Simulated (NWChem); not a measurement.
# Te anion, doublet

Computed with NWChem. Spin-unrestricted. The open p shell is one determinant without spherical averaging. Sets without diffuse functions describe the anion's extra electron poorly. No stability test was run on the SCF state. def2 effective core potentials on Te; no spin-orbit coupling.

**Question.** Taking UHF/def2-QZVP as the yardstick, which of these has the fewest basis functions while keeping “highest occupied level (eV)” within 0.1 eV of it: UHF/def2-TZVPP; UHF/def2-SVP; UHF/def2-TZVPD; UHF/def2-SVPD; UHF/def2-TZVP?

**Answer.** UHF/def2-SVPD (a larger set in the list lies outside the tolerance).
```csv
level,basis functions,highest occupied level (eV)
UHF/def2-SVP,26,-1.35
UHF/def2-SVPD,35,-2.00
UHF/def2-TZVP,50,-1.85
UHF/def2-TZVPP,50,-1.85
UHF/def2-TZVPD,59,-2.05
UHF/def2-QZVP,82,-1.97
```

The yardstick is one finite set, not the basis-set limit.
